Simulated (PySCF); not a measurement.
A species of formula C6H12O2 has this rotational fingerprint, computed with PBE0-D3(BJ)/def2-SVP geometry optimisation, gas phase (PySCF 2.14.0):

```
Rotational constants : A = 2354, B = 1777, C = 1440 MHz
Dipole components    : |μa| = 0.55 D, |μb| = 0.81 D, |μc| = 1.10 D
Inertial defect      : -148.07 u·Å²
κ                    : -0.26
```

Question: Which structure is it? (One computed conformer of each.)
A. `[CH3:1][CH:2]([CH3:3])[C@H:4]([CH3:5])[C:6](=[O:7])[OH:8]` with C1–C2–C4–C5 -172°, C2–C4–C6–O7 86°, C4–C6–O8–H 178° (2,3-dimethylbutanoic acid)
B. `[CH3:1][CH:2]([CH3:3])[O:4][C@@H:5]1[CH2:6][C@@H:7]1[OH:8]` with C1–C2–O4–C5 69°, C2–O4–C5–C6 -95°, C6–C7–O8–H -75°
C. `[CH3:1][CH2:2][CH2:3][O:4][C:5](=[O:6])[CH2:7][CH3:8]` with C1–C2–C3–O4 176°, C2–C3–O4–C5 86°, C3–O4–C5–O6 0°, O4–C5–C7–C8 -177°
D. `[CH3:1][CH2:2][CH2:3][CH2:4][O:5][C:6]([CH3:7])=[O:8]` with C1–C2–C3–C4 64°, C2–C3–C4–O5 173°, C3–C4–O5–C6 86°, C4–O5–C6–C7 178° (butyl acetate)
E. `[CH3:1][CH2:2][CH2:3][C:4](=[O:5])[O:6][CH2:7][CH3:8]` with C1–C2–C3–C4 178°, C2–C3–C4–O5 -89°, C3–C4–O6–C7 -178°, C4–O6–C7–C8 -83° (ethyl butanoate)
F. `[CH3:1][CH2:2][CH2:3][CH:4]1[O:5][CH2:6][CH2:7][O:8]1` with C1–C2–C3–C4 180°, C2–C3–C4–O5 -179°, C3–C4–O5–C6 158°, C4–O5–C6–C7 -25°, O5–C6–C7–O8 4°, C6–C7–O8–C4 18° (2-propyl-1,3-dioxolane)

Answer: A. It is CC(C)[C@H](C)C(=O)O, an asymmetric top, point group C1. The candidates at the same level (rigid rotor, commonest isotopes):

| SMILES | A (MHz) | B (MHz) | C (MHz) | μa (D) | μb (D) | μc (D) | Δ (u·Å²) | point group | rotor |
| --- | --- | --- | --- | --- | --- | --- | --- | --- | --- |
| CCCC1OCCO1 | 5824 | 1043 | 933.8 | 1.08 | 0.35 | 0.53 | -29.94 | C1 | near-prolate asymmetric top |
| CCCC(=O)OCC | 5555 | 893.9 | 841.8 | 0.13 | 1.69 | 0.23 | -55.99 | C1 | near-prolate asymmetric top |
| CC(C)O[C@@H]1C[C@@H]1O | 3761 | 1284 | 1098 | 2.24 | 1.38 | 1.06 | -67.57 | C1 | asymmetric top |
| CCCOC(=O)CC | 6078 | 872.0 | 826.0 | 0.47 | 1.49 | 0.42 | -50.84 | C1 | near-prolate asymmetric top |
| CC(C)[C@H](C)C(=O)O | 2354 | 1777 | 1440 | 0.55 | 0.81 | 1.10 | -148.07 | C1 | asymmetric top |
| CCCCOC(C)=O | 5103 | 915.2 | 844.2 | 0.15 | 1.59 | 0.20 | -52.59 | C1 | near-prolate asymmetric top |

`CCCCOC(C)=O` has A 117 % too high; `CCCOC(=O)CC` has A 158 % too high; `CCCC(=O)OCC` has A 136 % too high; `CCCC1OCCO1` has A 147 % too high; `CC(C)O[C@@H]1C[C@@H]1O` has A 60 % too high. No structure here is proved a minimum.
